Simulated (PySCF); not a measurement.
Fractional electron number in Ni²⁺ (nickel, charge +2)

The 3d beta orbital of [Ar] 3d8 is emptied in steps (occupation f), with all orbitals relaxed, ending at [Ar] 3d7. Calculation: PySCF 2.14, in x2c-TZVPall (6s5p4d1f, 48 functions); scalar relativity by spin-free X2C-1e. The exact energy is a straight line in f; departures are measured from the line between the end points of the same method.

```csv
f,PBE0 (eV),r2SCAN (eV),LC-wPBE (eV)
1,0.000,0.000,0.000
0.8,-0.904,-1.278,-0.522
0.6,-1.366,-1.924,-0.796
0.4,-1.375,-1.928,-0.808
0.2,-0.922,-1.286,-0.546
0,0.000,0.000,0.000
```

```tsv
method	E(f=0) − E(f=1) (eV)	−ε at f=1 (eV)	−ε at f=0.4 (eV)
PBE0	35.693	30.091	36.795
r2SCAN	35.806	27.853	37.400
LC-wPBE	36.021	32.811	36.637
```

Orbital energy along the path (eV):

| f | PBE0 | r2SCAN | LC-wPBE |
| --- | --- | --- | --- |
| 1 | -30.091 | -27.853 | -32.811 |
| 0.8 | -32.269 | -30.987 | -34.019 |
| 0.6 | -34.506 | -34.177 | -35.296 |
| 0.4 | -36.795 | -37.400 | -36.637 |
| 0.2 | -39.125 | -40.631 | -38.032 |
| 0 | -41.485 | -43.829 | -39.471 |

Reference removal energy between the ground levels: 35.187 ± 0.019 eV (measured; NIST Atomic Spectra Database, ionization energies). The calculation has no spin-orbit coupling. The determinant left behind need not be the lowest term of the ion.
